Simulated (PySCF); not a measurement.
Ligands exchanged one at a time, Al H-CH3. Gas-phase values, no solvent. Strings in code marks are SMILES.

The brightest of the four lowest singlets (TDA) from two functionals at the same geometries (M06-2X/def2-TZVP), both in PySCF: PBE-D3(BJ)/def2-TZVP and M06-2X/def2-TZVP. Excitations are Tamm–Dancoff values on a coarser integration grid. The basis has no diffuse functions, so Rydberg states are missing or too high.

| species | PBE-D3(BJ)/def2-TZVP (eV) | M06-2X/def2-TZVP (eV) |
|---|---|---|
| 1 of 3 H replaced by CH3 (`[AlH2][CH3]`) | 7.09 | 7.62 |
| 2 of 3 H replaced by CH3 (`[AlH]([CH3])[CH3]`) | 6.53 | 7.18 |
| 3 of 3 H replaced by CH3 (`[CH3][Al]([CH3])[CH3]`) | 6.09 | 6.87 |

Over these rows, drawn at random from the members with no instability flagged (it was tested for open shells, ions and some series alone), PBE minus M06-2X: mean -0.66 eV, from -0.78 eV to -0.53 eV.
